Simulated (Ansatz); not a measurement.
Pulling the pair apart

The pair of K⁺ (SMILES [K+], atom 1) and H$_{2}$Te (SMILES [TeH2], atoms 2–4), both closed shells, in one local arrangement (a lower one may exist), relaxed at PBE0-D4/def2-TZVP:

```csv
atom,x (Å),y (Å),z (Å)
K1,0.2676,0.0298,-2.7911
Te2,-0.1501,0.7419,0.7410
H3,-1.2238,-0.5087,0.9120
H4,1.1063,-0.2630,1.1381
```

H$_{2}$Te is shifted rigidly along the line between the mean atom positions of the two fragments (negative: closer). Counterpoise interaction energies in kJ/mol. Ansatz 0.2.0; basis: def2-TZVPPD; cores frozen in the correlated methods. Filled d shells of the heavier atoms are correlated. Core potentials replace the inner electrons of the atoms past krypton. The outer core shell of Li, Na, Mg and K is correlated. The def2 sets are not built for correlating such inner shells, so the correlated values are less sure here.

| shift (Å) | wB97M-V | PBE0-D4 | PBE-D4 |
| --- | --- | --- | --- |
| -0.36 | -36.6 | -39.2 | -40.7 |
| -0.18 | -42.5 | -45.2 | -46.8 |
| 0.00 | -43.7 | -46.6 | -48.4 |
| 0.18 | -42.2 | -46.0 | -48.0 |
| 0.44 | -38.0 | -44.9 | -47.2 |
| 0.91 | -28.7 | -35.8 | -37.8 |
| 1.81 | -15.5 | -19.5 | -20.3 |
| 3.63 | -5.5 | -6.3 | -6.3 |

Task: What does CCSD(T) give at these shifts? (Judge from chemistry; the value comes from the calculation.)

Result: The calculation gives: -29.7, -37.1, -39.4, -38.8, -35.4, -27.1, -14.9, -5.4 kJ/mol. For zero shift, CCSD(T) at an estimated basis limit (MP2 extrapolated from triple and quadruple zeta, plus CCSD(T) − MP2 in triple zeta) gives -43.7 kJ/mol. These are counterpoise interaction energies, counted from the two frozen fragments.

T1 diagnostic: at most 0.009.

For scale, one of the runs: CCSD(T)/def2-TZVPPD, 129 basis functions, launched by `ansatz run in.yaml --threads 2 --pin off --events-out ev --progress --plain --max-ram 5222MiB`. Hardware: 2 CPU threads of an Arm Neoverse V2, shared host. Wall time 17 s; peak host memory 0.72 GiB.
